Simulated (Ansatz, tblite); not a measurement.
Cost and result up the ladder for the cluster PbSe₂⁻ (3 atoms). Total charge -1; doublet. Geometry: r2SCAN-D4/def2-TZVPD.

```
atom   x (Å)   y (Å)   z (Å)
 Pb1  -0.529   0.470  -0.229
 Se2   0.613  -0.894  -2.043
 Se3  -0.084   0.424   2.272
```

Ansatz on 4 threads of Arm Neoverse V2 on a shared host; xTB runs through tblite on one thread. Times are rough, summed over both states, and most runs start from the orbitals of an earlier one. PBE-QIDH/def2-TZVPD serves as the yardstick here, not as an exact answer. Differences are given only for rows in sets of like size (and for xTB, whose basis is part of the method), since another set adds its own error. The other state is a quartet at its own geometry.

In the def2 sets Pb takes a core potential; there is no spin–orbit coupling. The xTB rows come from tblite. Correlated methods freeze 22 core orbitals; core or outer-core shells of Pb, Se are correlated, in sets that lack core-valence functions. The rows differ in basis, and correlated rows in double-zeta sets carry the largest basis error. In CCSD on the charge -1 quartet the largest single amplitude is 0.19, so its Hartree–Fock determinant may place the open shell otherwise than the density functionals do. HOMO above LUMO, or a gap near zero within one spin, warns that the state may not be the lowest or that an electron is smeared out. The structure comes from a short search, and lower isomers may exist.

Correlated methods converge slowly with the basis, most of all in double-zeta sets.

xTB has no spin-polarisation term.

```csv
level,functions,wall time,quartet − doublet (eV),difference from PBE-QIDH/def2-TZVPD (eV),remarks
GFN2-xTB,22,0.004 s,2.90,1.03,–
GFN1-xTB,22,0.007 s,2.65,0.79,–
PBE0-D4/def2-TZVPD,170,19 s,1.84,-0.02,HOMO above zero (quartet)
PBE-D4/def2-TZVPD,170,19 s,1.97,0.11,"HOMO above zero (quartet), gap within one spin near zero (quartet)"
revPBE-D4/def2-TZVPD,170,19 s,1.89,0.03,"HOMO above zero (quartet), gap within one spin near zero (quartet)"
MP2/def2-TZVPD,170,21 s,2.06,0.19,–
RPA@PBE/def2-TZVPD,170,22 s,1.78,-0.09,–
CAM-B3LYP-D4/def2-TZVPD,170,24 s,1.69,-0.17,–
PBE-QIDH/def2-TZVPD,170,28 s,1.86,0.00,–
r2SCAN-D4/def2-TZVPD (with forces),170,33 s,1.89,0.02,HOMO above zero (quartet)
CCSD(T)/def2-SVPD,114,49 s,1.81,–,–
ωB97X-V/def2-TZVPD,170,66 s,1.73,-0.14,–
ωB97M-V/def2-TZVPD,170,87 s,1.66,-0.21,–
```
